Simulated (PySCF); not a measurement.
# Basis set benchmark on one molecule

Molecule: Cl2HSi(SH) (S[SiH](Cl)Cl, Cl2H2SSi).

Atom-mapped SMILES (the numbers label the heavy atoms): `[SH:1][SiH:2]([Cl:3])[Cl:4]`. Hydrogens are named by the atom that carries them.

Geometry PBE0-D3(BJ)/def2-SVP throughout; GIAO in PySCF, gas phase, one conformer, non-relativistic; equivalent atoms averaged; functional PBE0.

Reference values (measured; solution; U. Herzog, Habilitationsschrift, TU Bergakademie Freiberg, 2002/2003): δ(Si2) = 1.9 ppm vs TMS. Computed shifts are taken against TMS, calculated as an isolated molecule at each level.

Q: How do the basis sets STO-3G, 6-31G, pcSseg-0, 6-31G*, def2-SVP, cc-pVDZ, pcSseg-1, aug-cc-pVDZ, 6-311+G(2d,p), def2-TZVP, cc-pVTZ, IGLO-III, pcSseg-2 perform against the reference? Times are CPU seconds on shared hosts with different chips, so compare them loosely.

A: 
| basis set | functions | Si2 | abs. error Si | core-s |
| --- | --- | --- | --- | --- |
| STO-3G | 38 | 33.5 | 31.6 | 1.3 |
| 6-31G | 56 | 80.7 | 78.8 | 2.6 |
| pcSseg-0 | 56 | 73.0 | 71.1 | 2.9 |
| 6-31G* | 76 | 51.1 | 49.2 | 3.3 |
| def2-SVP | 82 | 33.0 | 31.1 | 2.8 |
| cc-pVDZ | 82 | 30.2 | 28.3 | 4.8 |
| pcSseg-1 | 106 | 29.4 | 27.5 | 8.2 |
| aug-cc-pVDZ | 126 | 12.3 | 10.4 | 8 |
| 6-311+G(2d,p) | 152 | 22.4 | 20.5 | 6.9 |
| def2-TZVP | 160 | 17.7 | 15.8 | 7.7 |
| cc-pVTZ | 164 | 20.0 | 18.1 | 12 |
| IGLO-III | 196 | 15.2 | 13.3 | 12 |
| pcSseg-2 | 200 | 19.5 | 17.6 | 21 |

For ²⁹Si the closest is aug-cc-pVDZ (10.4 ppm) and the furthest 6-31G (78.8 ppm). Where a smaller basis beats a larger one, errors probably cancel; the largest sets show where the functional converges. One molecule is a small sample, and vibrational and solvent effects are absent from the calculation.

A small basis that lands close on one nucleus may do so by chance; judge by the trend and by all nuclei.
